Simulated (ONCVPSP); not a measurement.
# Varying the ONCV potential for tin

Base potential:

Sn, optimised norm-conserving Vanderbilt (ONCV), made with ONCVPSP 4.0.1 (PBE, scalar-relativistic). Core [Ar] 3d10, reference 4s2 4p6 4d10 5s2 5p2. Waves: 4s+5s: rc 1.35 bohr, ncon 4, nbas 8, qcut 7 1/bohr, 2 projectors; 4p+5p: rc 1.40 bohr, ncon 3, nbas 6, qcut 7.7 1/bohr, 2 projectors; 4d: rc 1.05 bohr, ncon 3, nbas 6, qcut 8.3 1/bohr, 3 projectors, debl 3.6 Ha. Local part: polynomial inside 0.75 bohr (lpopt 4, dvloc0 2 Ha). Core correction: Teter function, fcfact 3.75, rcfact 1.6.

All-electron outer shells of the reference configuration (PBE, scalar-relativistic, ld1.x):

```csv
shell,level (eV),outermost node (bohr),outermost maximum (bohr)
3p,-698.81,0.14,0.30
3d,-473.43,–,0.25
4s,-133.93,0.40,0.74
4p,-89.70,0.41,0.79
4d,-25.84,0.39,0.88
5s,-10.55,0.98,2.01
5p,-3.69,1.09,2.55
```

Cutoffs, loose and tight: the cutoffs (Ha) at which the residual kinetic energy of the hardest occupied pseudo-wave falls to 1 and 0.1 mHa per electron. They do not see the model core or the augmentation charge, which bear on the density cutoff. Test errors are all-electron minus pseudo excitation energies from the reference, over the configurations 4s2 4p6 4d10 5s2 5p1; 4s2 4p6 4d10 5s2 5p0; 4s2 4p6 4d10 5s1 5p0; 4s2 4p6 4d10 5s0 5p4. A dash means not determined; rows that change the core or the reference have their own tests.

A true bound ghost makes a file unfit for plane-wave use even where its test errors are small: the radial tests pick states by their node count and pass the ghost by.

| change | outcome | cutoff, loose | cutoff, tight | bound ghosts | GHOST(+) flags above zero | largest test error (meV) |
| --- | --- | --- | --- | --- | --- | --- |
| base | generated | 68 Ha | 126 Ha | none | s | -13 |
| p: qcut 10 | generated | 68 Ha | 126 Ha | none | s | -13 |
| s: ncon 5, nbas 9 | generated | 68 Ha | 126 Ha | none | s | -13 |

Problem. What comes out with this change to the base: s: rc 1.06?

Solution. outcome: generated; cutoff, loose: 144 Ha; cutoff, tight: 169 Ha; bound ghosts: none; GHOST(+) flags above zero: s; largest test error (meV): -12.

Problem. What comes out with this change to the base: core [Kr] 4d10, valence charge 4; reference 5s2 5p1.5; waves now 5s: rc 1.80 bohr, ncon 5, nbas 8, qcut 3.2 1/bohr, 1 projector; 5p: rc 1.80 bohr, ncon 4, nbas 8, qcut 4.9 1/bohr, local; local potential the p channel?

Solution. outcome: generated; cutoff, loose: 42 Ha; cutoff, tight: 59 Ha; bound ghosts: s; GHOST(+) flags above zero: none; largest test error (meV): -258.
